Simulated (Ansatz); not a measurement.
Stepwise reaction of `[OH][SnH]([OH])[Cl]` with hydrogen chloride, as a gas-phase model of exchange steps in deposition or etching. ΔE in kJ/mol.

Calculated with Ansatz (gas phase, PBE0-D4/def2-TZVP geometries, no zero-point term in ΔE). CBS: MP2 limit from def2 TZ/QZ plus the TZ coupled-cluster correction, frozen cores. This one scheme is used for every species. Functionals use def2-TZVPP. B3LYP here is the variant with VWN-RPA as its local correlation; programs differ in this. def2 core potentials past Kr. For Sn outer-core shells are correlated without core-valence functions, which leaves a few kJ/mol of doubt a bond. One conformer a species, not always the lowest.

| step | reaction | PBE-D4 | B3LYP-D4 | ωB97M-V | CCSD(T)/CBS |
| --- | --- | --- | --- | --- | --- |
| 1 | `[OH][SnH]([OH])[Cl]` + HCl → `[OH][SnH]([Cl])[Cl]` + H₂O | -63.3 | -64.4 | -63.9 | -64.0 |

(1) Give the row of step 2, `[OH][SnH]([Cl])[Cl]` + HCl → `[Cl][SnH]([Cl])[Cl]` + H₂O. (An estimate is asked.)

(2) By hand: ΔE of the 2 steps together at CCSD(T)/CBS.

## Answers

(1) Computed: 
```tsv
step	reaction	PBE-D4	B3LYP-D4	ωB97M-V	CCSD(T)/CBS
2	`[OH][SnH]([Cl])[Cl]` + HCl → `[Cl][SnH]([Cl])[Cl]` + H₂O	-58.2	-59.5	-59.2	-60.1
```

(2) (-64.0) + (-60.1) = -124.1 kJ/mol, or -62.0 kJ/mol a step.

In ΔE the steps differ by no more than 3.9 kJ/mol. All are downhill at CCSD(T)/CBS. PBE-D4 differs from CCSD(T)/CBS by 0.7 to 1.9 kJ/mol a step. Isolated molecules leave out the surface, adducts and barriers. Largest T1 diagnostic: 0.013.
